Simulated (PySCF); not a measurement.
Ground-state electric properties of a mixed set of molecules.

All values: CAM-B3LYP/def2-SVPD (PySCF) at GFN2-xTB geometries, gas phase, one conformer each. Core orbitals are frozen in the response; Δα² is half the sum of the squared differences of the principal polarisabilities.

(1) Rank by HOMO–LUMO gap, lowest first.
A. `C=C(C)[SiH2]N[SiH2]N`
B. `C=C[C@@H]([SiH3])N[SiH2]N`
C. `NC/C=N\[SiH2]P`
D. `C/C=N\[SiH2]N(C)[SiH3]`

(2) Rank by mean static polarisability, lowest first.
A. `C/C=N\[SiH2]N(C)[SiH3]`
B. `NC/C=N\[SiH2]P`
C. `C=C[C@@H]([SiH3])N[SiH2]N`

Results:

(1) C (8.39 eV), D (8.63 eV), B (8.89 eV), A (9.69 eV).

(2) B (14.13 Å³), A (15.44 Å³), C (15.75 Å³).

All values together:

| SMILES | formula | μ (D) | HOMO (eV) | LUMO (eV) | α (Å³) | Δα (Å³) | electrons | α per electron (Å³) |
| --- | --- | --- | --- | --- | --- | --- | --- | --- |
| C=C(C)[SiH2]N[SiH2]N | C3H12N2Si2 | 1.04 | -8.69 | 0.99 | 15.26 | 4.84 | 72 | 0.212 |
| C=C[C@@H]([SiH3])N[SiH2]N | C3H12N2Si2 | 0.75 | -8.02 | 0.87 | 15.75 | 4.88 | 72 | 0.219 |
| NC/C=N\[SiH2]P | C2H9N2PSi | 1.93 | -8.30 | 0.09 | 14.13 | 4.64 | 64 | 0.221 |
| C/C=N\[SiH2]N(C)[SiH3] | C3H12N2Si2 | 2.11 | -8.02 | 0.61 | 15.44 | 5.69 | 72 | 0.214 |

Conformers: `[CH2:1]=[C:2]([CH3:3])[SiH2:4][NH:5][SiH2:6][NH2:7]` with C1–C2–Si4–N5 14°, C2–Si4–N5–Si6 -172°, Si4–N5–Si6–N7 173°, N5–Si6–N7–H 175° and -51°; `[CH2:1]=[CH:2][C@@H:3]([SiH3:4])[NH:5][SiH2:6][NH2:7]` with C1–C2–C3–Si4 99°, C2–C3–N5–Si6 -172°, C3–N5–Si6–N7 -173°, N5–Si6–N7–H -51° and 177°; `[NH2:1][CH2:2]/[CH:3]=[N:4]\[SiH2:5][PH2:6]` with H–N1–C2–C3 -65° and 175°, N1–C2–C3–N4 165°, C3–N4–Si5–P6 -81°, N4–Si5–P6–H -153° and -60°; `[CH3:1]/[CH:2]=[N:3]\[SiH2:4][N:5]([CH3:6])[SiH3:7]` with C2–N3–Si4–N5 134°, N3–Si4–N5–C6 43°.
